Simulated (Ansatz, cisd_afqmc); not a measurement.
System: N, charge 0, quartet.

Total energies in cc-pVDZ, 5 correlated electrons, 1 frozen orbitals. Radicals and triplets start from unrestricted determinants; spin-orbit coupling is neglected. Cores are frozen in correlated methods. No relativity. AFQMC/CISD: phaseless, guided by CISD from CCSD amplitudes; bars are statistical, one sigma. Outlying blocks are dropped, and bars are widened where a walk drifts. Over all cases where full CI ran beside it in this data, AFQMC minus full CI had a median of +0.1 mEh and passed +0.4 mEh in a tenth of the cases. Full CI freezes restricted core orbitals and the other rows unrestricted ones, which leaves a small offset even where coupled cluster is exact.

```csv
method,program,energy (Eh),error against FCI (mEh)
HF,Ansatz,-54.39111,87.44
MP2,Ansatz,-54.46185,16.70
CCSD,Ansatz,-54.47787,0.68
CCSD(T),Ansatz,-54.47850,0.05
CCSDT(Q),Ansatz,-54.47866,-0.11
CCSDTQ,Ansatz,-54.47867,-0.12
AFQMC/CISD,cisd_afqmc,-54.4786 ± 0.0001,-0.1 ± 0.1
FCI,Ansatz,-54.47855,0.00
```

Ansatz is an electronic-structure program.
